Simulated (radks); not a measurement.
Results of a calculation; reference values are marked as such.
All-electron atom: the ruthenium ion Ru3+ in [Kr] 4d4 5p1 (not the ground configuration).

Level of theory: scalar-relativistic Kohn-Sham, LDA (Slater exchange, Perdew-Wang correlation), spin-polarised, spherical densities, finite nucleus; open shells are filled with parallel spins first (spin-orbit coupling, left out, can overturn this in heavy ions); Fermi nuclear charge, rms radius 4.4809 fm (a radial shooting solver on a logarithmic mesh with Libxc functionals).

Energy parts (eV):
part                       energy
total                 -123094.665
kinetic                127257.297
electron-nucleus      -295392.209
Hartree                 48511.548
exchange-correlation    -3471.301

Orbitals (lengths in bohr, moments of r in powers of bohr):
| orbital | occ. | eigenvalue (eV) | <r^4> |
|---|---|---|---|
| 1s up | 1 | -21949.55 | 5.930e-06 |
| 1s down | 1 | -21949.51 | 5.930e-06 |
| 2s up | 1 | -3193.466 | 0.001080 |
| 2s down | 1 | -3192.760 | 0.001080 |
| 2p up | 3 | -2866.561 | 0.0007724 |
| 2p down | 3 | -2865.995 | 0.0007721 |
| 3s up | 1 | -596.5729 | 0.05356 |
| 3s down | 1 | -596.0499 | 0.05342 |
| 3p up | 3 | -489.1929 | 0.05818 |
| 3p down | 3 | -488.6231 | 0.05796 |
| 3d up | 5 | -315.9380 | 0.05975 |
| 3d down | 5 | -315.1905 | 0.05934 |
| 4s up | 1 | -118.2701 | 1.944 |
| 4s down | 1 | -115.1141 | 1.924 |
| 4p up | 3 | -87.7662 | 2.920 |
| 4p down | 3 | -84.4720 | 2.899 |
| 4d up | 4 | -43.6623 | 8.781 |
| 4d down | 0 | -40.2567 | 9.116 |
| 5p up | 1 | -25.2144 | 108.1 |
| 5p down | 0 | -22.9738 | 126.7 |

The highest occupied level is 5p up at -25.214 eV. The configuration is held as typed, so some empty levels lie below it. The electron density at the nucleus is 1.12e+05 e/bohr^3 (large components only). The density falls to 0.001 e/bohr^3 at r = 3.88 bohr. Spin moment in Bohr magnetons: 5. Summed over all electrons, <r^2> = 31.67 bohr^2, which gives a Langevin (diamagnetic) susceptibility term of -25.1 x 10^-6 cm^3/mol. The spin density at the nucleus is -3.303 e/bohr^3 (1s -0.197, 2s -1.017, 3s 0.022, 4s -2.111).
